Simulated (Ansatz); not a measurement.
The same path of BClH$_{6}$Si$_{2}$ (10 atoms, charge 0, multiplicity 1) was run twice with different band settings. The coordinate that changes most is the dihedral B1–Si2–Si3–Cl4.

All numbers below come from RKS r2SCAN-D4/STO-3G in Ansatz 0.2.0.

Relaxed end points:

```xyz
10
Properties=species:S:1:pos:R:3
B -1.183 1.478 -0.161
Si 0.469 0.563 -0.642
Si 0.626 -1.336 0.589
Cl -1.094 -2.543 0.341
H -2.170 1.332 -0.779
H -1.239 2.164 0.789
H 1.650 1.333 -0.307
H 0.552 0.197 -2.039
H 1.751 -2.165 0.199
H 0.721 -1.075 2.013
```

```xyz
10
Properties=species:S:1:pos:R:3
B -1.341 1.061 -0.841
Si 0.520 0.731 -0.369
Si 0.648 -1.265 0.701
Cl -0.454 -1.225 2.507
H -1.809 0.596 -1.812
H -2.050 1.687 -0.147
H 1.095 1.737 0.497
H 1.374 0.596 -1.532
H 0.093 -2.357 -0.075
H 2.007 -1.612 1.073
```

Common settings: movable images 7; climbing image yes; spring 5.0 eV/Å²; optimiser quadratic models (default); start path IDPP; iteration limit 60; end points relaxed.

| run | force threshold |
| --- | --- |
| 1 | 0.05 eV/Å |
| 2 | 0.2 eV/Å |

Q: What does each run give, and how far can it be trusted?

A: Run 1: converged after 8 iterations, highest image 0.012 eV above the first end. A vibrational analysis at the climbing image gives no mode beyond 40i cm⁻¹: the surface is too flat there to confirm a saddle point.
Run 2: converged after 4 iterations, highest image 0.025 eV above the first end. The threshold of 0.2 eV/Å is loose, so the images may lie well off the minimum-energy path. The order of the point at the top wasn't checked.
Limits of this set-up: minimal basis.
